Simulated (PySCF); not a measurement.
Al(OH)3(SH2), H5AlO3S, singlet, PBE0/def2-SVP optimised geometry.

```
10

Al    -0.25    -1.20     0.00
O     -1.00    -1.61    -1.50
H     -0.46    -1.90    -2.24
O      1.46    -1.20     0.00
H      1.98    -1.12     0.80
O     -1.17    -1.47     1.44
H     -1.42    -2.35     1.71
S     -1.11     1.20     0.00
H     -1.84     0.79    -1.06
H     -1.98     0.70     0.90
```

Density from PBE0/def2-TZVP run with PySCF at that geometry.

Minimum of the electron density along straight lines between bonded atoms, close to the bond critical point (lines longer than 1.1 times the sum of covalent radii, or with two minima, are not listed):

| bond | length / Å | ρ at the minimum / e bohr⁻³ | ∇²ρ there / e bohr⁻⁵ | position (fraction from the first atom) |
|---|---|---|---|---|
| Al1–O2 | 1.722 | 0.104 | 0.72 | 0.43 |
| O2–H3 | 0.959 | 0.358 | -2.42 | 0.81 |
| Al1–O4 | 1.713 | 0.106 | 0.75 | 0.43 |
| O4–H5 | 0.958 | 0.359 | -2.44 | 0.81 |
| Al1–O6 | 1.729 | 0.102 | 0.71 | 0.43 |
| O6–H7 | 0.959 | 0.358 | -2.41 | 0.81 |
| S8–H9 | 1.354 | 0.214 | -0.62 | 0.66 |
| S8–H10 | 1.355 | 0.214 | -0.61 | 0.67 |
